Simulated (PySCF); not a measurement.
**Oscillator strengths, rates and cross-sections**

C₆H₇F₂N.
SMILES: `N#C[C@@]1(F)CC[C@@H](F)C1`

The calculation used TDDFT CAM-B3LYP/def2-SVPD, vertical, gas phase, core orbitals frozen in the response (PySCF). Isolated species at its PBE0-D3(BJ)/def2-SVP geometry (one conformer only).

Computed singlets with f of 0.002 or more:

```json
{"state": "S2", "E (eV)": "7.86", "f": "0.0030"}
{"state": "S4", "E (eV)": "8.78", "f": "0.0096"}
{"state": "S5", "E (eV)": "9.05", "f": "0.015"}
{"state": "S6", "E (eV)": "9.23", "f": "0.0095"}
{"state": "S7", "E (eV)": "9.32", "f": "0.0034"}
{"state": "S8", "E (eV)": "9.37", "f": "0.020"}
{"state": "S9", "E (eV)": "9.42", "f": "0.028"}
{"state": "S10", "E (eV)": "9.60", "f": "0.019"}
```

Question: Turn these into Einstein A coefficients, radiative lifetimes, transition dipoles and integrated cross-sections.

Answer: Relations used (vacuum, state to state): A = 0.6670 f ν̃² s⁻¹ (ν̃ in cm⁻¹); τ = 1/A; f = (2/3) ΔE |μ|² in atomic units; ∫σ dE = 109.76 f Mb·eV.

| state | A (s⁻¹) | τ | \|μ\| (D) | ∫σ dE (Mb·eV) |
| --- | --- | --- | --- | --- |
| S2 | 8.1×10⁶ | 120 ns | 0.32 | 0.33 |
| S4 | 3.2×10⁷ | 31 ns | 0.54 | 1.1 |
| S5 | 5.4×10⁷ | 19 ns | 0.66 | 1.7 |
| S6 | 3.5×10⁷ | 29 ns | 0.52 | 1 |
| S7 | 1.3×10⁷ | 79 ns | 0.31 | 0.37 |
| S8 | 7.7×10⁷ | 13 ns | 0.75 | 2.2 |
| S9 | 1.1×10⁸ | 9.3 ns | 0.88 | 3.1 |
| S10 | 7.5×10⁷ | 13 ns | 0.72 | 2.1 |

These lifetimes count emission to the ground state at the vertical energy alone; relaxation of the geometry and all other decay channels are left out.

Question: How much energy does a mole of photons resonant with S9 carry?

Answer: 9.422 eV × 96.485 = 909 kJ/mol (217 kcal/mol).

Question: Which computed singlets stay under f = 0.002?

Answer: S1 (7.27 eV, f 0.0005) and S3 (8.08 eV, f 0.0007).

Question: Suppose S2 emitted 0.3 eV lower with the same transition dipole. How would A change?

Answer: At fixed |μ|, A goes as the cube of the energy: (7.56/7.86)³ = 0.89, which makes τ about 140 ns.

The vertical ionisation energy (ΔSCF) is 11.80 eV, 2.20 eV above S10.
